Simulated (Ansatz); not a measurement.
Reading a saddle point

A first-order saddle point of SiH4Cl3O2F, singlet, PBE0-D4/def2-TZVP, with one imaginary mode of 250i cm⁻¹:

Si1  (-0.784, 0.866, -0.265)
O2  (0.272, -0.267, -0.970)
Cl3  (-1.935, 0.943, -2.080)
Cl4  (-0.366, 2.872, -0.211)
Cl5  (-2.299, 0.113, 0.914)
H6  (1.015, -0.339, 1.228)
F7  (0.324, 0.696, 1.186)
H8  (1.121, -1.125, -0.075)
O9  (1.523, -1.262, 0.868)
H10  (-0.006, -0.451, -1.873)
H11  (1.135, -2.044, 1.277)
(Å)

Computed with Ansatz 0.2.0 (basis: def2-TZVPP and def2-QZVPP); correlated methods freeze the cores. Extrapolation: Hartree–Fock as exp(−7.88 √X), correlation as X^−2.97.

Task: Which contacts change along the imaginary mode, and what lies on either side? (Judge from chemistry; the calculation decides.)

Result: Computed: The step is SiHCl₃O ([OH][Si]([Cl])([Cl])[Cl]) + H₂O + HF → SiCl₃F ([F][Si]([Cl])([Cl])[Cl]) + H₂O + H₂O (still joined by a long Si–O bond), with the molecules in contact on both sides. Shortening one way: Si1–F7, O2–H8, H6–O9; lengthening the same way: Si1–O2, H6–F7, H8–O9.
| pair | one side (Å) | saddle (Å) | other side (Å) |
| --- | --- | --- | --- |
| Si1–F7 | 3.63 | 1.83 | 1.66 |
| O2–H8 | 4.32 | 1.50 | 1.03 |
| H6–O9 | 1.53 | 1.11 | 0.97 |
| Si1–O2 | 1.60 | 1.70 | 1.82 |
| H6–F7 | 0.97 | 1.24 | 2.04 |
| H8–O9 | 0.96 | 1.03 | 1.51 |

Task: Which side is lower, and how far does the saddle lie above each? (An estimate is asked for; the value comes from the calculation.)

Result: By the calculation: The side with Si1–O2, H6–F7, H8–O9 short is lower by 37.0 kJ/mol; the saddle lies 70.0 kJ/mol above it and 33.0 kJ/mol above the other (CCSD(T) at an estimated basis limit (MP2 extrapolated from triple and quadruple zeta, plus CCSD(T) − MP2 in triple zeta); electronic energies).

No T1 diagnostic of these runs exceeds 0.010.

Steps of this kind, hydrogen fluoride cutting a network bond, underlie vapour etching and the fluorination step of atomic layer etching.

Labels in which every atom is bracketed show which atoms are joined, not bond orders.

For scale, one of the runs: CCSD(T)/def2-TZVPP, 317 basis functions, launched by `ansatz run in.yaml --threads 5 --pin off --events-out ev --progress --plain --max-ram 66560MiB --backend cuda --devices 0, --max-vram 37GiB`. Time: 21 s of wall clock on 5 CPU threads of an AMD EPYC 7R13 and a share of one NVIDIA H100; the host was shared. Peak host memory: 0.83 GiB.
